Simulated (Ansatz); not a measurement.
**Scan of the H4–N1–Al2–I3 dihedral angle**

AlNH₃I (SMILES [NH2][AlH][I]), closed shell, at its PBE0-D4/def2-TZVP minimum:

```
6
angstrom
N -0.6226 0.2996 -0.7551
Al 0.3981 0.0024 0.6438
I 1.5784 -2.1706 0.7446
H -1.1500 1.1447 -0.9049
H -0.7611 -0.3471 -1.5145
H 0.5572 1.0710 1.7861
```

The dihedral angle H4–N1–Al2–I3 (-180.0° at the minimum) is set to the values below, the two halves turning rigidly about the central bond. Each method's energies count from its own value at the PBE0-D4 minimum structure. Ansatz 0.2.0; basis: def2-TZVPP; cores frozen in the correlated methods. Filled d shells of the heavier atoms are correlated. Core potentials replace the inner electrons of the atoms past krypton. The def2 sets are not built for correlating such inner shells, so the correlated values are less sure here. B3LYP uses VWN-RPA correlation.

```tsv
dihedral angle (°)	CCSD(T) (meV)	PBE0-D4 (meV)	r2SCAN-D4 (meV)
-169.2	14	13	14
-146.7	125	118	124
-124.2	295	278	292
-101.7	427	402	423
-79.2	430	405	426
-56.7	302	284	299
-34.2	131	124	130
-11.7	17	16	17
```

Largest difference from the CCSD(T) curve over the scan: PBE-D4 14; B3LYP-D4 17; wB97M-V 17; HF 26 meV. Each curve counts from its own value at the minimum.

No T1 diagnostic of these runs exceeds 0.009.

For scale, one of the runs: CCSD(T)/def2-TZVPP, 165 basis functions (an equivalent command: `ansatz run in.yaml --threads 2`). Hardware: 2 CPU threads, shared host. Wall time 19 s; peak host memory 1.5 GiB.
